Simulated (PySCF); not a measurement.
SMILES C[Si](C)(C)c1ccccc1F, singlet (GFN2-xTB optimised geometry):

```
24

C     -2.744    -1.861    -0.010
Si    -0.874    -2.235     0.001
C     -0.403    -3.214    -1.566
C     -0.418    -3.202     1.579
C      0.084    -0.589     0.000
C     -0.529     0.659     0.000
C      0.207     1.831     0.001
C      1.591     1.785     0.001
C      2.237     0.560     0.000
C      1.471    -0.589     0.000
F      2.119    -1.781     0.000
H     -3.039    -1.307    -0.896
H     -3.044    -1.286     0.860
H     -3.313    -2.785     0.000
H     -0.945    -4.154    -1.616
H      0.657    -3.444    -1.578
H     -0.630    -2.654    -2.469
H     -0.673    -2.644     2.475
H     -0.944    -4.151     1.620
H      0.645    -3.414     1.613
H     -1.607     0.709     0.001
H     -0.299     2.785     0.002
H      2.169     2.697     0.001
H      3.313     0.489    -0.001
```

Computed with PySCF with PBE0/def2-SVP.

### Question
What are the frontier orbital energies and the dipole moment?

### Answer
HOMO-2 -8.45 eV, HOMO-1 -7.45 eV, HOMO -7.08 eV, LUMO -0.46 eV, LUMO+1 -0.03 eV; dipole moment 1.15 D.

Meta-Löwdin charges at PBE0/def2-SVP: C1 -0.56, Si2 0.87, C3 -0.55, C4 -0.55, C5 -0.26, C6 -0.09, C7 -0.12, C8 -0.09, C9 -0.15, C10 0.29, F11 -0.27, H12 0.11, H13 0.11, H14 0.12, H15 0.11, H16 0.12, H17 0.11, H18 0.11, H19 0.11, H20 0.12, H21 0.11, H22 0.11, H23 0.11, H24 0.12.
